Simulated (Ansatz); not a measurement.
Reaction (isomerisation): `OCCN[SiH3]` → `CC(O)N[SiH3]`

Program: Ansatz. Geometries: PBE0-D4/def2-TZVP. ΔE: electronic, gas phase. CBS: MP2 limit from def2 TZ/QZ plus the TZ coupled-cluster correction, frozen cores. DFT in def2-TZVPP. B3LYP here is the variant with VWN-RPA as its local correlation; programs differ in this. Each species was taken in one conformer, which may not be the lowest.

| level | ΔE (kJ/mol) |
| --- | --- |
| PBE0-D4 | -34.4 |
| B3LYP-D4 | -34.0 |
| ωB97X-V | -34.8 |
| B2PLYP | -34.2 |
| r2SCAN | -37.0 |
| B3LYP | -32.5 |
| HF/def2-TZVPP | -32.5 |
| MP2/CBS(def2) | -37.0 |

Problem. What does CCSD(T)/CBS give? (An estimate is asked.)

Solution. Computed: -35.6 kJ/mol. The listed levels differ from it by 1.2, 1.6, 0.8, 1.4, -1.4, 3.1, 3.1, -1.4 kJ/mol.

Largest T1 diagnostic among the species: 0.011.
